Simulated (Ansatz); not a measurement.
Total energies of Cd6Te6H18 from Ansatz at PBE0-D4/def2-TZVP, gas phase (1 Eh = 27.2114 eV = 2625.5 kJ/mol). The reference geometry is relaxed at PBE-D4/def2-SVP.

Cartesian coordinates in Å:
```
Te -0.3165 3.5920 1.8681
Cd -2.1726 1.4890 2.5038
Cd -1.8514 0.8995 -2.8974
Te -2.5435 -0.1256 -0.3048
Te -0.3837 -0.1622 4.0351
Cd -1.9256 -2.9022 -0.6973
Cd 2.0204 3.0085 0.2964
Te 0.9050 1.1240 -2.1206
Te 3.2671 1.1572 2.1102
Cd 1.9380 -1.3043 2.7791
Cd 1.7772 -1.5604 -2.6518
Te 0.8371 -2.4222 -0.0785
H -2.0441 3.4919 -1.4559
H -1.2192 4.3059 0.6432
H -3.8716 1.6154 2.6702
H -2.4385 3.6527 -2.0987
H -2.7182 1.2275 -4.3162
H -4.2054 -0.2209 -0.5330
H -1.3291 -1.5518 4.0361
H -2.1352 -2.9480 2.2613
H -2.5528 -3.5713 2.0833
H -2.8258 -4.2712 -1.1303
H 2.7918 4.0313 -0.8391
H 1.4818 1.8374 -3.5283
H 4.3729 0.5115 1.0217
H 4.1097 -0.7008 -1.0272
H 2.6599 -2.8211 3.1083
H 2.5317 -2.3294 -3.9599
H 4.4666 -1.0403 -1.6205
H 1.3741 -4.0123 -0.1570
```

```json
{"state": "charge 0 singlet", "geometry": "reference", "energy (Eh)": "-2625.73050"}
{"state": "charge 1 doublet", "geometry": "reference", "energy (Eh)": "-2625.44383"}
{"state": "charge -1 doublet", "geometry": "reference", "energy (Eh)": "-2625.77384"}
{"state": "charge -1 doublet", "geometry": "relaxed at PBE-D4/def2-SVP", "energy (Eh)": "-2625.81645"}
{"state": "free Te atom (triplet)", "geometry": "–", "energy (Eh)": "-267.99464"}
{"state": "free Cd atom (singlet)", "geometry": "–", "energy (Eh)": "-167.77479"}
{"state": "free H atom (doublet)", "geometry": "–", "energy (Eh)": "-0.50104"}
```

In the def2 sets Cd, Te take a core potential; there is no spin–orbit coupling. Single mean-field runs in def2-TZVP are fitted with def2-universal-jkfit.

(1) Work out the vertical ionisation energy to the doublet.

(2) Work out the vertical electron affinity, to the doublet.

(3) Give the fundamental gap IE − EA, the Mulliken electronegativity (IE + EA)/2 and the hardness (IE − EA)/2.

(4) How much does the charge -1 doublet relax, and what is the adiabatic electron affinity?

(5) What is the binding energy per atom against free atoms?

(1) E(charge 1 doublet) − E(charge 0 singlet) = -2625.44383 − (-2625.73050) = 0.28667 Eh = 7.80 eV. For comparison, −ε of the highest occupied level is 6.64 eV at this level, 1.16 eV less.

(2) E(charge 0 singlet) − E(charge -1 doublet) = -2625.73050 − (-2625.77384) = 0.04334 Eh = 1.18 eV. The basis lacks diffuse functions, which makes affinities too small.

(3) From the values in Eh: IE − EA = 0.28667 − 0.04334 = 0.24333 Eh = 6.62 eV; (IE + EA)/2 = 4.49 eV; (IE − EA)/2 = 3.31 eV. The HOMO–LUMO gap of the same run is 4.51 eV, 2.11 eV smaller than the fundamental gap.

(4) Relaxation: -2625.77384 − (-2625.81645) = 0.04261 Eh = 1.16 eV. Adiabatic electron affinity: 0.08595 Eh = 2.34 eV, without zero-point energy. In the charge -1 doublet, H13 and H16 lie 0.77 Å apart, H26 and H29 lie 0.77 Å apart, H20 and H21 lie 0.77 Å apart (atoms count from 1), so H2 has formed as a molecule.

(5) Atoms: 6 × (-267.99464) + 6 × (-167.77479) + 18 × (-0.50104) = -2623.63530 Eh. Binding: -2623.63530 − (-2625.73050) = 2.09520 Eh = 57.01 eV, or 1.90 eV for each of 30 atoms (no zero-point energy, no counterpoise term).
